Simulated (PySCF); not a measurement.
KGa⁺: frontier orbitals

BLYP at R = 3.963 Å; PySCF, spin-free X2C with a Gaussian nucleus, basis sets K x2c-SVPall, Ga x2c-SVPall. State: ²Σ⁺ (doublet), unpaired electrons σ ↑. Only the outer orbitals are listed, counted within each symmetry.

```csv
spin,orbital,occ.,ε (eV),on K (%),main shells (%)
α,12σ,1,-13.19,2,98 Ga s
α,13σ,1,-7.17,27,"72 Ga p, 21 K s"
α,6π,0,-6.46,4,96 Ga p
α,6π,0,-6.46,4,96 Ga p
α,14σ,0,-5.39,84,"81 K s, 17 Ga p"
β,12σ,1,-12.79,2,98 Ga s
β,13σ,0,-6.41,43,"56 Ga p, 40 K s"
β,6π,0,-6.30,3,97 Ga p
β,6π,0,-6.30,3,97 Ga p
```

Task: Which are the highest filled and the lowest empty level, where do they sit, and how wide is the gap?

Result: Highest filled α 13σ at -7.17 eV (in %: 72 Ga p, 21 K s); lowest empty α 6π at -6.46 eV (in %: 96 Ga p); the gap at BLYP is 0.71 eV.

The bond order (Mayer) is 0.45 and the ⟨S²⟩ is 0.751. The charge on K (Mulliken, basis-dependent) is 0.69. The charge on K (Löwdin, basis-dependent) is 0.65 and the dipole moment (positive dipole points towards Ga; it is taken about the centre of mass and depends on that origin) is -7.80 D.

Spin–orbit coupling is left out. The state was picked by a PBE0 search and need not be the measured ground state.
